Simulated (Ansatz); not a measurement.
C$_{2}$H$_{9}$GaO$_{2}$ (`[CH3][Ga-]([CH3])([OH])[OH2+]`). The species carries charge 0 and has multiplicity 1. Geometry: relaxed with PBE0-D4/def2-TZVP. It is one conformer, not always the lowest.

```xyz
14

C    -1.685   -0.955   -0.762
Ga   -0.164    0.142   -0.194
C     1.707    0.104   -0.827
O    -0.677    1.735    0.617
O     0.002   -0.382    1.932
H    -1.434   -2.018   -0.760
H    -2.531   -0.796   -0.091
H    -2.000   -0.687   -1.773
H     1.776    0.488   -1.848
H     2.101   -0.915   -0.838
H     2.359    0.717   -0.200
H    -0.107    2.482    0.434
H    -0.248    0.562    2.048
H     0.901   -0.476    2.261
```

**Question.** What is the dipole moment at PBE/def2-TZVPP? (An estimate is asked.)

**Answer.** Computed: 2.57 D, with components (2.36, -0.01, 1.02) D in this frame, pointing from negative to positive charge.

**Question.** And with r2SCAN, B3LYP, ωB97M-V? (An estimate is asked.)

**Answer.** The calculation gave: r2SCAN 2.65 D, B3LYP 2.67 D, ωB97M-V 2.70 D.

**Question.** Give the Mulliken charges with PBE, ωB97M-V, B3LYP in def2-TZVPP. (Best estimate.)

**Answer.** Ansatz gave: 
| atom | PBE | ωB97M-V | B3LYP |
| --- | --- | --- | --- |
| C1 | -0.40 | -0.49 | -0.41 |
| Ga2 | 0.39 | 0.53 | 0.50 |
| C3 | -0.42 | -0.52 | -0.43 |
| O4 | -0.45 | -0.49 | -0.50 |
| O5 | -0.25 | -0.27 | -0.28 |
| H6 | 0.09 | 0.11 | 0.09 |
| H7 | 0.10 | 0.12 | 0.09 |
| H8 | 0.09 | 0.11 | 0.09 |
| H9 | 0.10 | 0.12 | 0.09 |
| H10 | 0.10 | 0.12 | 0.09 |
| H11 | 0.08 | 0.10 | 0.08 |
| H12 | 0.17 | 0.16 | 0.17 |
| H13 | 0.20 | 0.22 | 0.22 |
| H14 | 0.20 | 0.20 | 0.20 |

B3LYP here is the variant with VWN-RPA as its local correlation; programs differ in this.
